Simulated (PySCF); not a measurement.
Electron correlation in Ar+ (argon, charge +1)

[Ne] 3s2 3p5, 2P determinant. Computed with PySCF 2.14 in 6-31G*, with no relativity, point nucleus. Frozen: [Ne]; 7 electrons correlated.

MP2 pair energies summed by pair of shells (mhartree):

| pair | energy | share (%) |
| --- | --- | --- |
| 3p-3p | -74.54 | 67.8 |
| 3s-3p | -28.61 | 26.0 |
| 3s-3s | -6.72 | 6.1 |

Total MP2 correlation energy: -109.87 mhartree.

Same-spin part -27.38 and opposite-spin part -82.49 mhartree; SCS-MP2 scales them by 1/3 and 6/5 to -108.12 mhartree.

| level | correlation energy (mhartree) |
| --- | --- |
| CCSD | -126.77 |
| (T) | -1.24 |
| CCSD(T) | -128.01 |

Diagnostics: T1 = 0.0043, D1 = 0.0153, largest double amplitude 0.049.

Task: Is a single reference adequate?

Result: Yes: T1 lies below 0.03 and no double amplitude reaches 0.07.
